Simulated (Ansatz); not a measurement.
Ansatz (a program for electronic structure) input (CCSD(T)/def2-SVPD):

Ansatz 0.2 input:
```yaml
crystal:
  periodic: [false, false, false]
  atoms:
    - {symbol: Te, position_ang: [0.00620358, 0.00389442, 0.11172886]}
    - {symbol: Br, position_ang: [1.26107316, -2.46229674, -0.06754887]}
    - {symbol: Br, position_ang: [-1.27028991, 2.45651075, -0.09844829]}
basis:
  gaussian:
    orbitals: def2-SVPD
total_charge: -1
magnetization: {spin_polarized: true, initial_magnetization: 1}
correlation: {method: ccsd_t, electrons: outside_noble_gas}
output: {forces: true}
```

End of the output:

```
mean field evaluation 192: about -147246.1395 eV, gradient 8.0e-1 eV
mean field evaluation 224: about -147245.0483 eV, gradient 1.4e1 eV
mean field evaluation 256: about -147244.7703 eV, gradient 2.2e-2 eV
mean field evaluation 288: about -147247.2824 eV, gradient 2.5e-2 eV
mean field evaluation 320: about -147247.6314 eV, gradient 3.2e-2 eV
mean field evaluation 352: about -147245.9113 eV, gradient 1.9e0 eV
mean field evaluation 384: about -147249.9588 eV, gradient 1.2e-1 eV
mean field evaluation 416: about -147247.0161 eV, gradient 2.5e0 eV
mean field evaluation 448: about -147247.2532 eV, gradient 6.1e-1 eV
mean field evaluation 480: about -147246.1583 eV, gradient 8.2e-2 eV
mean field -147249.95957162 eV, -5411.3362046495 hartree, gradient 3.2e-6 eV, S^2 0.761172; 11 other end points of the search recorded, 0 dependent functions left out
determinant -147249.95957162 eV, -5411.3362046495 hartree, with singles and doubles -147260.28627549 eV, -5411.7157040171 hartree
determinant -147249.93422330 eV, -5411.3352731160 hartree, with singles and doubles -147260.26013668 eV, -5411.7147434336 hartree
determinant -147247.63145608 eV, -5411.2506479815 hartree, with singles and doubles -147258.05771126 eV, -5411.6338057922 hartree
determinant -147247.33760045 eV, -5411.2398489862 hartree, with singles and doubles -147257.62855331 eV, -5411.6180345285 hartree
determinant -147247.28247801 eV, -5411.2378232740 hartree, with singles and doubles -147257.55767930 eV, -5411.6154299566 hartree
determinant -147247.27369048 eV, -5411.2375003384 hartree, with singles and doubles -147257.55267957 eV, -5411.6152462201 hartree
determinant -147249.95957162 eV, -5411.3362046495 hartree, with singles and doubles -147260.29178541 eV, -5411.7159065028 hartree
determinant -147249.93422330 eV, -5411.3352731160 hartree, with singles and doubles -147260.26553358 eV, -5411.7149417662 hartree
37 core orbitals not correlated
reference -147249.95957162 eV, -5411.3362046495 hartree; 11, 10 occupied and 69, 70 virtual orbitals, 1230 factors
densities: 0.98 GiB planned
second order -9.50750296 eV of doubles, -0.00000000 eV of singles
coupled cluster: 0.66 GiB planned
cycle   1  -10.33221443 eV  change   -6.4e-7 eV  update   2.6e-6
cycle   2  -10.33221396 eV  change    4.8e-7 eV  update   1.7e-6
cycle   3  -10.33221405 eV  change   -9.0e-8 eV  update   1.1e-6
cycle   4  -10.33221414 eV  change   -9.3e-8 eV  update   5.1e-7
cycle   5  -10.33221408 eV  change    5.9e-8 eV  update   2.8e-7
cycle   6  -10.33221406 eV  change    1.7e-8 eV  update   1.3e-7
cycle   7  -10.33221405 eV  change    9.4e-9 eV  update   6.7e-8
cycle   8  -10.33221405 eV  change    3.6e-9 eV  update   3.7e-8
cycle   9  -10.33221407 eV  change   -1.6e-8 eV  update   2.6e-8
cycle  10  -10.33221406 eV  change    2.4e-9 eV  update   2.0e-8
cycle  11  -10.33221407 eV  change   -1.1e-9 eV  update   1.6e-8
cycle  12  -10.33221407 eV  change   -3.1e-9 eV  update   1.4e-8
perturbative correction -0.35628834 eV, -0.0130933549 hartree
the calculation of the forces begins
densities: 1.40 GiB planned
the multipliers restart with 30 DIIS vectors
Total energy: -147260.64807402 eV, -5411.7289998679 hartree
Atom 0 at     0.006204     0.003894     0.111729 Å, force     0.000325     0.000204     0.005854 eV/Å
Atom 1 at     1.261073    -2.462297    -0.067549 Å, force     0.091564    -0.178340    -0.001807 eV/Å
Atom 2 at    -1.270290     2.456511    -0.098448 Å, force    -0.091889     0.178136    -0.004047 eV/Å
Dipole moment:     0.003616     0.002270     0.065127 e Å
```
